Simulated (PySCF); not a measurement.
**Beryllium: a sound run and one with changed settings**

Sound run: Be⁺ [He] 2s1, Be²⁺ 1s2. All numbers are calculated (PySCF 2.14, the non-relativistic Hamiltonian (point nucleus), in aug-cc-pVDZ (4s3p2d, 23 functions)). The sound run starts from symmetry-adapted Hartree-Fock orbitals and uses a fine grid where one is needed.

Changed run: 26 angular points. This setting is unsound on purpose.

```tsv
species	method	sound run (hartree)	changed run (hartree)	converged
Be⁺	UHF	-14.27563	-14.27563	yes
Be⁺	M06-2X	-14.33013	-14.33013	yes
Be⁺	BP86	-14.32116	-14.32116	yes
Be²⁺	UHF	-13.61080	-13.61080	yes
Be²⁺	M06-2X	-13.65819	-13.65819	yes
Be²⁺	BP86	-13.64776	-13.64776	yes
```

Ionisation energy of Be⁺:

```csv
method,sound run (eV),changed run (eV)
UHF,18.091,18.091
M06-2X,18.284,18.284
BP86,18.324,18.324
```

Here the setting changes nothing at the digits shown.

For comparison, NIST gives 18.211 eV between the lowest levels.
